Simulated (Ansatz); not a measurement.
C5H12Si, SMILES CCC/C=C\[SiH3].

Geometry: PBE-D3(BJ)/def2-SVP. The structure was generated by enumeration; whether it is a known compound was not checked. One conformer was computed; it need not be the lowest.

Two levels are set side by side: PBE/def2-SVPD (Ansatz, a first-principles code) and PBE0/def2-SVPD (Ansatz). Energy differences of separate SCF runs at the same geometry; the states with an electron removed or added have multiplicity 2 and 2. Differences are taken from unrounded values.

```
quantity                           PBE0
---------------------------------  ----
vertical ionisation energy (eV)    9.31
vertical singlet–triplet gap (eV)  3.84
```

Question: What does PBE give, and how far is it from PBE0? (The exact figures need the calculation; the answer reports its results.)

Answer: 
```tsv
quantity	PBE	PBE minus PBE0
vertical ionisation energy (eV)	9.15	-0.17
vertical singlet–triplet gap (eV)	3.96	0.12
```
